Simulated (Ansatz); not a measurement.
SnOs, closed-shell singlet (lowest of 2S+1 = 1, 3, 5, 7 at CCSD(T)/def2-TZVPP on PBE0 minima; our sources give no spin for the ground state, which may be another), most abundant isotopes (191.9615 and 119.9022 u). Constants from fifth-degree fits in 1/R to seven points on the lowest solution found; no spin–orbit coupling, no relativity up to Kr; ω_e x_e and α_e move by some per cent with the fit.

Correlated levels freeze the inner cores; with def2 sets outer-core shells near the valence are correlated too. CBS: X⁻³ extrapolation of the correlation energy, Hartree–Fock from the larger set.

Codes used: Ansatz (a first-principles code).  In def2 rows elements past Kr take small-core potentials, without spin–orbit coupling.

```
level                                r_e (Å)  ω_e (cm⁻¹)  ω_e x_e (cm⁻¹)  α_e (cm⁻¹)
-----------------------------------  -------  ----------  --------------  ----------
PBE/def2-TZVPP                        2.4187       263.2           0.431     8.58e-5
CCSD(T)/CBS(def2-TZVPP, def2-QZVPP)   2.4023       270.8           0.488     8.84e-5
```

Derive the rotational constants, the centrifugal constant, the fundamental, the zero-point energy and the force constant.


μ = 73.80341 u.
- PBE/def2-TZVPP: B_e = 16.8576/(μ r_e²) = 0.039045 cm⁻¹; B₀ = B_e − α_e/2 = 0.039002 cm⁻¹; D = 4B_e³/ω_e² = 3.44e-09 cm⁻¹; fundamental ω_e − 2ω_e x_e = 262 cm⁻¹; zero-point energy ω_e/2 − ω_e x_e/4 = 131 cm⁻¹; k = μ(2πcω_e)² = 301 N/m; the line J = 1 ← 0 at 2B₀ = 2.339 GHz
- CCSD(T)/CBS(def2-TZVPP, def2-QZVPP): B_e = 16.8576/(μ r_e²) = 0.039578 cm⁻¹; B₀ = B_e − α_e/2 = 0.039534 cm⁻¹; D = 4B_e³/ω_e² = 3.38e-09 cm⁻¹; fundamental ω_e − 2ω_e x_e = 270 cm⁻¹; zero-point energy ω_e/2 − ω_e x_e/4 = 135 cm⁻¹; k = μ(2πcω_e)² = 319 N/m; the line J = 1 ← 0 at 2B₀ = 2.370 GHz

Doubts at one or more of the structures used: a restricted determinant that unrestricted orbitals would lower (CCSD(T)/CBS(def2-TZVPP, def2-QZVPP)); T1 above 0.05 (CCSD(T)/CBS(def2-TZVPP, def2-QZVPP)).
